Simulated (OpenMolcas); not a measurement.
## Which level was it?

The species is BH3O3 (7 atoms), meant as a singlet with charge 0. SMILES: `OB(O)O`. The coordinates come from a PBE0-D4/def2-TZVP relaxation. This is a higher conformer, about 20 kJ/mol above the lowest found by a separate search.

```xyz
7

O    -1.1097    0.8026    0.3219
B    -0.0122   -0.0068    0.2287
O     0.5012   -0.4693    1.4001
O     0.6007   -0.3813   -0.9454
H    -1.4574    1.1186   -0.5115
H     1.2668   -1.0282    1.2545
H     0.2105   -0.0357   -1.7483
```

A calculation with OpenMolcas 26.06 gave:

```
total energy  : -252.2303 Eh
dipole moment : 3.03 D
HOMO energy   : -11.00 eV
LUMO energy   : -0.22 eV
HOMO–LUMO gap : 10.78 eV
largest force : 0.211 eV/Å
```

Task: Which of these levels gave the numbers?
A. SVWN5/def2-SVPD
B. B2PLYP/def2-SVPD
C. PBE/def2-SVPD
D. M06-2X/def2-SVPD

Result: D. The others give -252.0472 Eh (PBE/def2-SVPD), -250.4429 Eh (SVWN5/def2-SVPD), -252.1127 Eh (B2PLYP/def2-SVPD).
